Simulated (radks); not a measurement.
Initial-state core-level shifts of the aluminium ion Al+ when its valence configuration changes from [Ne] 3s2. All-electron calculation, scalar-relativistic Kohn-Sham, PBEsol, spin-polarised, spherical densities, finite nucleus; open shells are filled with parallel spins first; Fermi nuclear charge, rms radius 3.061 fm. Program: a radial shooting solver on a logarithmic mesh with Libxc functionals. Shifts are changes of the shell-averaged eigenvalues in eV (positive: less bound); the change of the density at the nucleus, which sets a Mossbauer isomer shift, is in e/bohr^3, on a base of 1500.

valence          1s      2s      2p  density at nucleus
3s1 3p1      -1.389  -1.388  -1.370             -3.3632
3p2          -3.074  -3.042  -3.006             -6.9911
3s1.5 3p0.5  -0.803  -0.792  -0.784             -1.6540
3s0.5 3p1.5  -2.236  -2.220  -2.194             -5.1678
